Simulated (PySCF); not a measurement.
## How methods differ on the excitation energy of Pt

Pt [Xe] 4f14 5d9 6s1 (3D) → Pt [Xe] 4f14 5d8 6s1 6p1 (high-spin determinant), as a difference of total energies. All numbers are calculated (PySCF 2.14, a scalar-relativistic core potential, in def2-TZVPPD with the def2 core potential (60 electrons)). Correlated levels: valence: 5s2 5p6 frozen. The calculations carry no spin-orbit coupling.

| method | excitation energy (eV) |
| --- | --- |
| UHF | 3.249 |
| MP2 (valence) | 4.989 |
| SCS-MP2 (valence) | 5.035 |
| CCSD (valence) | 4.623 |
| CCSD(T) (valence) | 4.714 |

Question: How much does correlation contribute at CCSD(T) (valence)?

Answer: 4.714 − (3.249) = 1.465 eV, measured against UHF.

The determinant of the upper state mixes LS terms, which raises its energy above the lowest term, most at the Hartree-Fock and MP2 levels.
